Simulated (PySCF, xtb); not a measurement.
silole (C4H6Si), SMILES C1=C[SiH2]C=C1.

Harmonic wavenumbers (cm⁻¹) from xtb with GFN2-xTB at its own minimum, in rising order: 230, 368, 477, 477, 538, 602, 648, 723, 744, 780, 788, 828, 912, 918, 1003, 1112, 1123, 1265, 1331, 1549, 1616, 2246, 2249, 3046, 3056, 3096, 3097.

Q: What does PBE-D3(BJ)/def2-SVP (PySCF 2.14.0) give at its own minimum? (An estimate is asked for; the answer gives what the named calculation found.)

A: 234, 370, 482, 521, 609, 653, 672, 704, 733, 735, 852, 896, 943, 962, 967, 1060, 1067, 1247, 1312, 1513, 1581, 2154, 2154, 3079, 3092, 3151, 3152. Paired by order, the mean absolute difference is 41 cm⁻¹ and the zero-point energies are 49.8 and 49.9 kcal/mol.
